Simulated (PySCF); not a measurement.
# A thermochemical cycle for SrCa

r²SCAN in PySCF with def2-SVPD on every atom (core potentials on Sr), for the lowest determinant that a PBE0 search found; no spin–orbit coupling. SrCa, a singlet (closed shell), has De = 0.23 eV to neutral atoms, and SrCa⁺, a doublet (σ ↑), has De = 1.07 eV to Sr⁺ + Ca.

At the same level the Sr atom ionises at 5.43 eV.

Q: What is the adiabatic ionisation energy of the molecule, and does ionisation strengthen or weaken the bond?

A: IE = IE(Sr) + De(neutral) − De(ion) = 5.43 + 0.23 − 1.07 = 4.59 eV. De changes by +0.84 eV, so ionisation strengthens the bond.

Closed-shell solutions of metal pairs were not tested for spin polarisation, which can lower them a little. Weak bonds: SrCa. Basis-set superposition, not corrected here, can be much of De in a small basis, most of all at correlated wavefunction levels. Spin–orbit coupling is left out. For an ion De counts to the pair picked by the measured ionisation energies or electron affinities, which need not be the lowest pair at this level. States were picked by a PBE0 search and need not be the measured ground states.
